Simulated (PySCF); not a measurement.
Hirshfeld charges from PBE0/pcSseg-1 densities (PySCF) at GFN2-xTB geometries, gas phase, one conformer each. Species are given as SMILES. The Hirshfeld scheme divides the density at each point in proportion to the densities of the neutral, spherically averaged free atoms.

Problem. For each of these, name the hydrogen and the heavy atom of highest charge and the atom of lowest charge, and give the mean charge of the hydrogens: `[CH:1]#[C:2][CH:3]([CH3:4])[CH3:5]`; `[PH2:1][SiH2:2][Si@H:3]1[CH2:4][CH2:5][S:6]1`; `[CH3:1][C:2](=[O:3])[NH:4][C:5]([CH3:6])([CH3:7])[CH3:8]`; `[CH3:1][c:2]1[cH:3][c:4]([F:5])[c:6]([SiH3:7])[n:8][n:9]1`; `[Cl:1][CH:2]([Cl:3])[CH:4]=[C:5]1[CH:6]=[CH:7][CH:8]=[CH:9]1`.

Solution. 
| SMILES | H of highest charge | its q (e) | heavy atom of highest charge | its q (e) | atom of lowest charge | its q (e) | mean q of all H (e) |
| --- | --- | --- | --- | --- | --- | --- | --- |
| C#CC(C)C | H on C1 (alkyne hydrogen) | +0.087 | C3 (propargylic carbon) | -0.003 | C1 (terminal alkyne carbon) | -0.131 | +0.049 |
| P[SiH2][Si@H]1CCS1 | H on C4 or H on C5 (methylene hydrogen) | +0.043 | Si3 (SiH silicon) | +0.260 | C4 (sp3 carbon bound to silicon) | -0.159 | -0.007 |
| CC(=O)NC(C)(C)C | H on N4 (amide N–H hydrogen) | +0.125 | C2 (amide carbonyl carbon) | +0.181 | O3 (amide oxygen) | -0.273 | +0.048 |
| Cc1cc(F)c([SiH3])nn1 | H on C3 (aromatic hydrogen) | +0.066 | Si7 (SiH3 silicon) | +0.312 | C1 (benzylic-type carbon) | -0.116 | +0.003 |
| ClC(Cl)C=C1C=CC=C1 | H on C7, H on C2 or H on C8 | +0.056 | C2 (CHCl2 carbon) | +0.037 | C6 (alkene CH carbon) | -0.072 | +0.054 |

'Or' marks atoms within 0.002 e of each other.
